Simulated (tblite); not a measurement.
Species: C₂H₁₁FGe₃O.
Atom-mapped SMILES: `[CH3:1][CH2:2][O:3][Ge:4]([F:5])([GeH3:6])[GeH3:7]` (hydrogens: H8, H9, H10 on C1; H11, H12 on C2; H13, H14, H15 on Ge6; H16, H17, H18 on Ge7)

Computed with GFN2-xTB (tblite), gas phase: L-BFGS steps from a force-field or distance-geometry start until the largest atomic force falls under 0.01 eV/Å.

Step 21: E = -668.0447 eV
```
atom  x, y, z in Å  |  force x, y, z in eV/Å
C1     -2.7439   -0.8137    0.8993   -0.075  -0.012   0.018
C2     -1.5148   -0.3476    0.1256    0.044  -0.062  -0.043
O3     -0.6049    0.3009    0.9914    0.100  -0.010   0.001
Ge4     0.9893    0.8026    0.3444   -0.092  -0.008  -0.018
F5      1.3036    2.2045    1.4136   -0.011  -0.016   0.002
Ge6     0.6750    1.5317   -1.9918    0.076  -0.077  -0.009
Ge7     2.6688   -0.9154    0.8661    0.055  -0.067  -0.036
H8     -2.5284   -0.7970    1.9629    0.071  -0.051   0.031
H9     -3.0102   -1.8255    0.6049   -0.047   0.023   0.041
H10    -3.5930   -0.1620    0.7200   -0.016   0.041   0.012
H11    -1.0275   -1.2155   -0.3437    0.000   0.030  -0.008
H12    -1.8113    0.3460   -0.6730   -0.024  -0.043  -0.053
H13     1.3123    0.4731   -2.8680   -0.030   0.079   0.010
H14     1.3637    2.8151   -2.3331    0.067   0.050  -0.032
H15    -0.7233    1.6756   -2.5362   -0.002  -0.012   0.048
H16     2.4636   -2.1202   -0.0319    0.005   0.085   0.034
H17     4.0805   -0.4668    0.5791   -0.061  -0.008  -0.008
H18     2.6918   -1.4796    2.2588   -0.060   0.058   0.008
```

Step 22: E = -668.0472 eV
```
atom  x, y, z in Å  |  force x, y, z in eV/Å
C1     -2.7417   -0.8129    0.9027   -0.093  -0.010   0.006
C2     -1.5151   -0.3485    0.1216    0.026  -0.084  -0.017
O3     -0.6005    0.2978    0.9839    0.077   0.015  -0.004
Ge4     0.9910    0.8040    0.3381   -0.076  -0.020   0.031
F5      1.2954    2.2000    1.4192   -0.006  -0.018  -0.016
Ge6     0.6795    1.5303   -1.9946    0.065  -0.007   0.018
Ge7     2.6693   -0.9142    0.8646    0.026  -0.045  -0.004
H8     -2.5236   -0.7987    1.9668    0.079  -0.054  -0.011
H9     -3.0161   -1.8221    0.6059   -0.016   0.014   0.051
H10    -3.5920   -0.1618    0.7276   -0.009   0.073   0.015
H11    -1.0283   -1.2192   -0.3428   -0.019   0.030  -0.033
H12    -1.8147    0.3430   -0.6796   -0.004  -0.072  -0.009
H13     1.3129    0.4758   -2.8695   -0.005   0.034  -0.029
H14     1.3630    2.8160   -2.3364    0.078   0.048  -0.030
H15    -0.7182    1.6802   -2.5313   -0.034  -0.021   0.035
H16     2.4615   -2.1196   -0.0275    0.008   0.061   0.008
H17     4.0799   -0.4663    0.5819   -0.036  -0.007  -0.018
H18     2.6890   -1.4776    2.2577   -0.061   0.064   0.008
```

Step 23: E = -668.0492 eV
```
atom  x, y, z in Å  |  force x, y, z in eV/Å
C1     -2.7411   -0.8122    0.9056   -0.063   0.001  -0.003
C2     -1.5151   -0.3503    0.1187   -0.006  -0.072   0.013
O3     -0.5959    0.2954    0.9777    0.013   0.012  -0.010
Ge4     0.9911    0.8048    0.3338   -0.025  -0.032   0.057
F5      1.2890    2.1962    1.4232   -0.005  -0.018  -0.028
Ge6     0.6844    1.5290   -1.9966    0.038   0.070   0.036
Ge7     2.6701   -0.9140    0.8632   -0.014   0.000   0.026
H8     -2.5185   -0.8012    1.9696    0.072  -0.048  -0.044
H9     -3.0209   -1.8194    0.6075   -0.004   0.001   0.050
H10    -3.5915   -0.1601    0.7337    0.004   0.086   0.023
H11    -1.0293   -1.2219   -0.3429   -0.024   0.009  -0.050
H12    -1.8173    0.3392   -0.6849    0.012  -0.088   0.026
H13     1.3135    0.4783   -2.8712    0.018  -0.008  -0.063
H14     1.3639    2.8177   -2.3393    0.078   0.031  -0.025
H15    -0.7149    1.6835   -2.5263   -0.039  -0.028   0.029
H16     2.4598   -2.1181   -0.0241    0.009   0.025  -0.022
H17     4.0788   -0.4658    0.5838   -0.007  -0.006  -0.026
H18     2.6854   -1.4746    2.2568   -0.058   0.063   0.012
```

Step 24: E = -668.0514 eV
```
atom  x, y, z in Å  |  force x, y, z in eV/Å
C1     -2.7415   -0.8114    0.9085   -0.007   0.014  -0.010
C2     -1.5154   -0.3534    0.1161   -0.040  -0.040   0.038
O3     -0.5912    0.2930    0.9711   -0.068  -0.005  -0.012
Ge4     0.9906    0.8049    0.3304    0.037  -0.040   0.064
F5      1.2822    2.1919    1.4269   -0.003  -0.014  -0.034
Ge6     0.6901    1.5291   -1.9981    0.007   0.128   0.039
Ge7     2.6708   -0.9139    0.8623   -0.052   0.049   0.047
H8     -2.5117   -0.8048    1.9716    0.056  -0.036  -0.064
H9     -3.0260   -1.8167    0.6103   -0.005  -0.013   0.041
H10    -3.5908   -0.1565    0.7404    0.022   0.087   0.034
H11    -1.0308   -1.2246   -0.3441   -0.023  -0.029  -0.058
H12    -1.8199    0.3335   -0.6899    0.023  -0.088   0.050
H13     1.3144    0.4808   -2.8743    0.033  -0.034  -0.084
H14     1.3664    2.8201   -2.3429    0.073   0.014  -0.019
H15    -0.7124    1.6863   -2.5209   -0.028  -0.032   0.028
H16     2.4583   -2.1161   -0.0209    0.009  -0.013  -0.050
H17     4.0775   -0.4655    0.5852    0.019  -0.004  -0.031
H18     2.6807   -1.4704    2.2564   -0.053   0.058   0.021
```

Question: Estimate the geometry and energy of step 25. (The exact step hangs on the optimiser's Hessian estimate; all steps are aligned on step 24, rigid shifts and turns removed.)

Answer: E = -668.0549 eV, largest force 0.170 eV/Å
```
atom  x, y, z in Å  |  force x, y, z in eV/Å
C1     -2.7424   -0.8098    0.9129    0.069   0.021  -0.015
C2     -1.5165   -0.3591    0.1123   -0.073   0.003   0.056
O3     -0.5855    0.2893    0.9606   -0.167  -0.029  -0.005
Ge4     0.9907    0.8043    0.3265    0.104  -0.040   0.056
F5      1.2709    2.1849    1.4325    0.003  -0.004  -0.036
Ge6     0.6990    1.5319   -1.9997   -0.027   0.158   0.027
Ge7     2.6709   -0.9128    0.8620   -0.085   0.100   0.057
H8     -2.4995   -0.8110    1.9736    0.026  -0.014  -0.077
H9     -3.0343   -1.8126    0.6156   -0.015  -0.030   0.020
H10    -3.5893   -0.1491    0.7521    0.054   0.076   0.051
H11    -1.0337   -1.2295   -0.3472   -0.022  -0.087  -0.057
H12    -1.8237    0.3226   -0.6971    0.027  -0.069   0.065
H13     1.3161    0.4845   -2.8807    0.038  -0.042  -0.087
H14     1.3721    2.8245   -2.3494    0.068   0.000  -0.013
H15    -0.7088    1.6902   -2.5124   -0.005  -0.034   0.028
H16     2.4564   -2.1131   -0.0168    0.008  -0.054  -0.078
H17     4.0761   -0.4657    0.5870    0.046  -0.001  -0.034
H18     2.6726   -1.4630    2.2565   -0.046   0.047   0.041
```

The energy changes by -0.0035 eV. The first-order estimate −F·Δx gives -0.0045 eV and the mean of the old and new forces, exact on a quadratic surface, -0.0035 eV. The step makes an angle of 70° with the force vector and moves no atom by more than 0.014 Å.

What follows is the cost of the whole relaxation. The run took 7.3 s wall, 6.2 s CPU on an Intel Xeon at 2.50 GHz with one thread, shared host with 64 logical CPUs at a one-minute load of 56.
